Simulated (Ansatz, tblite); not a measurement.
Cost and result up the ladder for `[C-]#[N+]CCCCCCCCCCCC#N` (37 atoms). The state is a singlet with charge 0. Geometry: PBE-D4/def2-SVP.

Ansatz on 2 threads of AMD EPYC 7R13 on a shared host and a share (18 GiB) of an NVIDIA H100 80GB HBM3; xTB runs through tblite on one thread. Times are rough, summed over both states, and most runs start from the orbitals of an earlier one. PBE0-D4/def2-TZVP serves as the yardstick here, not as an exact answer. The other state is a triplet.

The xTB rows come from tblite. Single mean-field runs in def2-TZVP are fitted with def2-universal-jkfit.

xTB has no spin-polarisation term.

| level | functions | wall time |
| --- | --- | --- |
| GFN1-xTB | 104 | 0.11 s |
| GFN2-xTB | 82 | 0.11 s |
| PBE-D4/def2-TZVP | 597 | 13 s |
| PBE0-D4/def2-TZVP (with forces) | 597 | 16 s |

Question: Estimate what each level gives for the vertical triplet (eV).

Answer: 
```csv
level,vertical triplet (eV),difference from PBE0-D4/def2-TZVP (eV)
GFN1-xTB,5.24,-0.47
GFN2-xTB,5.44,-0.27
PBE-D4/def2-TZVP,5.74,0.03
PBE0-D4/def2-TZVP (with forces),5.72,0.00
```
